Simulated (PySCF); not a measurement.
Job file and geometry (Å, from GFN2-xTB) of an NMR shielding run on `FC(CNC[SiH2]C#N)F`, C4H8F2N2Si, GIAO PBE0/pcSseg-1 NMR shielding, non-relativistic, gas phase (PySCF); density fitting, a coarse starting grid and PySCF grid level 2 are the driver's defaults:

```
$ OMP_NUM_THREADS=1 python probes_run.py task.json out

{"job": {"kind": "nmr", "xc": "PBE0", "basis": "pcSseg-1"}, "charge": 0, "multiplicity": 1}
N      4.845716    -0.181386    -0.715640
C      3.858694    -0.051780    -0.149030
Si     2.253359     0.167976     0.783350
C      0.867492    -0.144676    -0.489870
N     -0.429618     0.013010     0.148927
C     -1.539112    -0.244753    -0.747275
C     -2.848325    -0.018836    -0.006768
F     -3.900498    -0.426773    -0.752666
F     -3.038836     1.304717     0.227682
H      2.225005    -0.813619     1.864621
H      2.234083     1.555630     1.255814
H      0.978896     0.507741    -1.372370
H      0.924827    -1.173258    -0.859217
H     -0.516024     0.955568     0.519361
H     -1.535086     0.392013    -1.649413
H     -1.501615    -1.291750    -1.062929
H     -2.885957    -0.537793     0.961910
```

Question: What does the program print?

Answer: 
```
coarse grid: 15224 points
cycle   1  E = -755.0516316488  dE =  9.832e-01  |g| = 7.548e-01  |ddm| = 3.640e+00
cycle   2  E = -754.8950609318  dE =  1.566e-01  |g| = 1.199e+00  |ddm| = 1.113e+00
cycle   3  E = -755.1467945250  dE = -2.517e-01  |g| = 2.423e-01  |ddm| = 7.210e-01
cycle   4  E = -755.1579136039  dE = -1.112e-02  |g| = 8.154e-02  |ddm| = 1.612e-01
cycle   5  E = -755.1592367110  dE = -1.323e-03  |g| = 1.446e-02  |ddm| = 4.982e-02
cycle   6  E = -755.1592777275  dE = -4.102e-05  |g| = 3.919e-03  |ddm| = 1.392e-02
cycle   7  E = -755.1592810475  dE = -3.320e-06  |g| = 9.233e-04  |ddm| = 3.892e-03
final grid: 144928 points
cycle   8  E = -755.2231297227  dE = -4.550e-05  |g| = 8.664e-03  |ddm| = 2.600e-02
cycle   9  E = -755.2231186928  dE =  1.103e-05  |g| = 1.166e-02  |ddm| = 1.562e-02
cycle  10  E = -755.2231460831  dE = -2.739e-05  |g| = 1.415e-03  |ddm| = 8.714e-03
cycle  11  E = -755.2231463867  dE = -3.036e-07  |g| = 7.218e-04  |ddm| = 1.140e-03
cycle  12  E = -755.2231464907  dE = -1.040e-07  |g| = 2.058e-04  |ddm| = 4.690e-04
cycle  13  E = -755.2231464987  dE = -7.975e-09  |g| = 3.597e-05  |ddm| = 1.335e-04
cycle  14  E = -755.2231464989  dE = -2.653e-10  |g| = 1.082e-05  |ddm| = 3.617e-05
converged SCF energy = -755.2231464989

GIAO shielding tensors (ppm)
atom      isotropic    diamagn.    paramagn.     s11        s22        s33       span
  0 N      -99.882     336.351    -436.232   -301.057   -298.159    299.571    600.628
  1 C       64.373     261.001    -196.628    -49.521    -46.144    288.784    338.306
  2 Si     422.533     878.823    -456.290    386.442    423.693    457.463     71.020
  3 C      147.521     251.612    -104.091    120.273    134.199    188.090     67.818
  4 N      229.665     323.108     -93.443    191.681    233.484    263.829     72.148
  5 C      124.922     246.887    -121.965    103.600    115.865    155.299     51.700
  6 C       64.012     243.590    -179.578     47.050     67.464     77.522     30.471
  7 F      312.620     466.117    -153.498    207.694    334.328    395.837    188.143
  8 F      315.304     473.158    -157.854    228.164    342.306    375.442    147.278
  9 H       27.248      27.744      -0.496     23.740     25.844     32.158      8.418
 10 H       27.345      28.035      -0.690     23.786     26.333     31.915      8.129
 11 H       28.858      32.241      -3.383     24.144     28.152     34.278     10.134
 12 H       29.090      32.464      -3.374     24.918     28.549     33.803      8.885
 13 H       31.684      36.745      -5.062     21.655     34.236     39.161     17.506
 14 H       28.583      30.033      -1.449     25.592     27.490     32.667      7.075
 15 H       28.787      30.621      -1.834     24.613     28.770     32.979      8.366
 16 H       25.533      28.433      -2.901     23.233     25.079     28.286      5.053
```

Question: Turn these shieldings into chemical shifts. Scale: ¹⁵N (σref 267.73) against NH3; ¹³C (σref 186.93) and ²⁹Si (σref 349.16) and ¹H (σref 31.72) against TMS; ¹⁹F (σref 170.95) against CFCl3 (reference shieldings calculated alike).

Answer: Averaging equivalent atoms: N 0: 367.6; N 4: 38.1; C 6: 122.9; C 1: 122.6; C 5: 62.0; C 3: 39.4; Si 2: -73.4; F 7/8: -143.0; H 16: 6.18; H 9/10: 4.42; H 14/15: 3.03; H 11/12: 2.74; H 13: 0.03 ppm. Unscaled 19F shifts against computed CFCl3 carry errors that often reach 10 to 50 ppm. Experimental scales use liquid or dissolved standards, which lie at an offset from isolated NH3 (liquid NH3: subtract about 20 ppm). Unscaled 15N shifts of sp2 nitrogen come out 20 to 40 ppm too high even then.

Size and cost of the density-fitted run: 200 basis functions, 36 s wall time on 1 thread of an Arm Neoverse V1, shared host; peak memory 0.88 GiB.
